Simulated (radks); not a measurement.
Effect of the nuclear size on the calcium ion Ca2+, [Ar]. All-electron calculation, Dirac Kohn-Sham, BLYP, spin-unpolarised, spherical densities, finite nucleus; Fermi nuclear charge, rms radius 3.4776 fm. Program: a radial shooting solver on a logarithmic mesh with Libxc functionals. The rms radius is varied about that value; shifts are against it.

rms radius (fm)  total energy shift (eV)  density at nucleus (e/bohr^3)  1s1/2 shift (meV)  2s1/2 shift (meV)
2.8064                           -0.0106                           6198              -4.45             -0.354
3.3489                          -0.00219                           6170             -0.926             -0.074
3.4776                                 0                           6164              0.000              0.000
3.808                            0.00600                           6149               2.53              0.201
3.8706                           0.00719                           6147               3.04              0.242

Slopes of the eigenvalues against <r^2> in GHz/fm^2, as finite differences over the two radii next to the reference (eigenvalue slopes, not the field-shift constants of lines): 1s1/2 254, 2s1/2 20.2.
